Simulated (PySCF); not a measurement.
ClH₂Si, charge +1, multiplicity 1. Atoms are numbered in the order given.

```xyz
4

Si     0.0000     0.0000    -0.9684
Cl     0.0000     0.0000     0.9933
H      0.0000    -1.3083    -1.6645
H      0.0000     1.3083    -1.6645
```
Charge +1, spin multiplicity 1.

Geometry optimised at PBE-D3(BJ)/def2-TZVP. The spin state was assumed, not searched. The isomer is the one that the SMILES or the coordinates give; other isomers of the formula were not compared.

The numbers are results of B3LYP/def2-TZVPD in PySCF, not measurements.

Gas-phase values at a fixed geometry.

Question: Estimate the frontier levels, gap, dipole moment and polarisability. (The exact figures need the calculation; the answer reports its results.)

Answer: 
| Item | Result |
|---|---|
| highest occupied level | -15.69 eV |
| lowest empty level | -9.77 eV |
| orbital gap | 5.92 eV |
| dipole moment about the centre of nuclear charge | 3.75 D |
| mean static polarisability | 33.0 bohr³ (4.90 Å³) |
| polarisability, principal values | 25.3, 31.2, 42.6 bohr³ |
